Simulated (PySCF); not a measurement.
# Electron correlation in Ag⁺ (silver, charge +1)

Starting occupation: [Kr] 4d9 5p1, 4d3/2 with m_j = -3/2, -1/2, +1/2, +3/2, 4d5/2 with m_j = -3/2, -1/2, +1/2, +3/2, +5/2, 5p3/2 with m_j = +3/2. Calculation: PySCF 2.14, in x2c-TZVPall-2c (8s9p7d1f, 77 functions); X2C-1e with screened-nucleus spin-orbit coupling, Gaussian nucleus. Frozen: [Ar] 3d10; 18 electrons correlated; the 6 highest virtual spinors left out.

MP2 pair energies summed by pair of shells (mhartree):

```
       pair   energy  share (%)
4d3/2-4d5/2  -115.89       25.4
4d5/2-4d5/2   -62.07       13.6
4d5/2-4p3/2   -54.45       11.9
4d3/2-4p3/2   -40.62        8.9
4d3/2-4d3/2   -39.65        8.7
4d5/2-4p1/2   -20.16        4.4
4p3/2-4p3/2   -19.58        4.3
4p1/2-4p3/2   -17.83        3.9
4d3/2-4p1/2   -15.54        3.4
4d5/2-4s1/2   -14.02        3.1
4p3/2-4s1/2   -12.82        2.8
4d3/2-4s1/2   -11.30        2.5
4d5/2-5p3/2    -9.11        2.0
4d3/2-5p3/2    -6.94        1.5
4p1/2-4s1/2    -6.18        1.4
4p1/2-4p1/2    -4.51        1.0
4s1/2-4s1/2    -3.35        0.7
4p3/2-5p3/2    -2.05        0.4
4p1/2-5p3/2    -0.54        0.1
4s1/2-5p3/2    -0.22        0.0
```

Total MP2 correlation energy: -456.81 mhartree.

This basis was not built for core-valence correlation, so the inner-shell part is incomplete.
